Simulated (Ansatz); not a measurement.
Sn(NMe2)Me3 (C5H15NSn), 22 atoms. Hardware: 2 threads of AMD EPYC 7R13 on a shared host and a share (18 GiB) of an NVIDIA H100 80GB HBM3.

In the def2 sets Sn takes a core potential; there is no spin–orbit coupling. Correlated methods freeze 10 core orbitals; core or outer-core shells of Sn are correlated, in sets that lack core-valence functions.

(1) How many basis functions does each of these Ansatz runs have, and roughly what does it cost? r2SCAN-D4/def2-TZVP, charge 0 triplet at the geometry of the charge 0 singlet, energy, from earlier orbitals; PBE-D4/def2-TZVP, charge 0 triplet at the geometry of the charge 0 singlet, energy, from earlier orbitals; revPBE-D4/def2-TZVP, charge 0 singlet, energy, from earlier orbitals; PBE0-D4/def2-SVP, charge 0 singlet, relaxation, 10 steps; PBE0-D4/def2-SVP, charge 0 singlet, energy, from earlier orbitals; revPBE-D4/def2-TZVP, charge 1 doublet at the geometry of the charge 0 singlet, energy, from earlier orbitals; r2SCAN-D4/def2-TZVP, charge 0 singlet, energy, from earlier orbitals; PBE-D4/def2-TZVP, charge 0 singlet, energy, from earlier orbitals; PBE0-D4/def2-TZVP, charge 0 triplet at the geometry of the charge 0 singlet, energy; PBE-D4/def2-TZVP, charge 1 doublet at the geometry of the charge 0 singlet, energy, from earlier orbitals; CCSD(T)/def2-SVP, charge 0 singlet, energy, from earlier orbitals; RPA@PBE/def2-TZVP, charge 0 singlet, energy, from earlier orbitals.

Answers

(1) Other jobs shared the machine, so times can vary by a factor of up to 3.

| run | functions | fitting or Cholesky vectors | wall time | peak host memory (GiB) |
| --- | --- | --- | --- | --- |
| PBE0-D4/def2-SVP, charge 0 singlet, energy, from earlier orbitals | 185 | 2186 | 2.3 s | 0.82 |
| PBE-D4/def2-TZVP, charge 0 singlet, energy, from earlier orbitals | 326 | 2103 | 2.3 s | 0.83 |
| revPBE-D4/def2-TZVP, charge 0 singlet, energy, from earlier orbitals | 326 | 2103 | 2.4 s | 0.83 |
| r2SCAN-D4/def2-TZVP, charge 0 singlet, energy, from earlier orbitals | 326 | 2103 | 2.5 s | 0.88 |
| PBE-D4/def2-TZVP, charge 1 doublet at the geometry of the charge 0 singlet, energy, from earlier orbitals | 326 | 2103 | 2.6 s | 0.89 |
| CCSD(T)/def2-SVP, charge 0 singlet, energy, from earlier orbitals | 185 | 1999 | 2.8 s | 0.8 |
| revPBE-D4/def2-TZVP, charge 1 doublet at the geometry of the charge 0 singlet, energy, from earlier orbitals | 326 | 2103 | 3.1 s | 0.89 |
| RPA@PBE/def2-TZVP, charge 0 singlet, energy, from earlier orbitals | 326 | 2405 | 3.6 s | 1.6 |
| PBE-D4/def2-TZVP, charge 0 triplet at the geometry of the charge 0 singlet, energy, from earlier orbitals | 326 | 2103 | 3.8 s | 0.89 |
| r2SCAN-D4/def2-TZVP, charge 0 triplet at the geometry of the charge 0 singlet, energy, from earlier orbitals | 326 | 2103 | 4.3 s | 1 |
| PBE0-D4/def2-TZVP, charge 0 triplet at the geometry of the charge 0 singlet, energy | 326 | 2176 | 4.5 s | 0.94 |
| PBE0-D4/def2-SVP, charge 0 singlet, relaxation, 10 steps | 185 | 2183 | 18 s | 0.99 |
